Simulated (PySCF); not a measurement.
Below is a simulated gas-phase Si 2p photoelectron spectrum of `CN[SiH2]O[SiH3]`.

Every computed line was given a Gaussian of 0.7 eV full width at half maximum and an area set by the number of equivalent atoms (split 2:1 within a doublet); the highest printed point is 100. Computed, not measured: delta-SCF UKS SCAN, pcX-2 on the ionised atom, pcseg-1 elsewhere, spin-free X2C (PySCF).

binding energy (eV), intensity and a bar:
```
    106.3          0 
    106.4          1 
    106.5          2 #
    106.6          5 #
    106.7         10 ###
    106.8         19 ######
    106.9         32 ##########
    107.0         50 ###############
    107.1         69 #####################
    107.2         86 ##########################
    107.3         97 #############################
    107.4        100 ##############################
    107.5         96 #############################
    107.6         87 ##########################
    107.7         78 #######################
    107.8         70 #####################
    107.9         63 ###################
    108.0         55 #################
    108.1         46 ##############
    108.2         36 ###########
    108.3         26 ########
    108.4         17 #####
    108.5         10 ###
    108.6          5 ##
    108.7          2 #
    108.8          1 
    108.9          0 
    109.0          0
```

Count the maxima, the lines and the sites behind this envelope.

The curve has 1 maximum (at 107.4 eV). Under it lie 4 lines from 2 inequivalent silicon sites, each drawn as a 2p3/2, 2p1/2 pair. At this width some lines have no maximum of their own.

Decompose the envelope and assign each component. Numbering: `[CH3:1][NH:2][SiH2:3][O:4][SiH3:5]`.

| position (eV) | relative area | line | atoms | environment |
| --- | --- | --- | --- | --- |
| 107.29 | 0.67 | Si 2p3/2 | Si3 | oxygen-bound silicon |
| 107.40 | 0.67 | Si 2p3/2 | Si5 | oxygen-bound silicon |
| 107.91 | 0.33 | Si 2p1/2 | Si3 | oxygen-bound silicon |
| 108.02 | 0.33 | Si 2p1/2 | Si5 | oxygen-bound silicon |

The 2 Si 2p3/2 values lie within 0.11 eV of each other.

No satellites, vibrations or lifetime broadening are included. The 2p values add to the ΔSCF energy of one spin-free hole a correction within the shell (spin–orbit coupling, ligand field). 2p1/2 minus 2p3/2 (ligand field included): Si 0.62 eV. The structure is a single PBE0-D3(BJ)/def2-SVP conformer in the gas phase; no vibrational or solvent corrections.

On Arm Neoverse V1, one thread, no GPU (shared host), this took 43 s wall and 0.63 GiB of memory at its peak.

Conformer computed: `[CH3:1][NH:2][SiH2:3][O:4][SiH3:5]`: C1–N2–Si3–O4 -80°, N2–Si3–O4–Si5 47°.
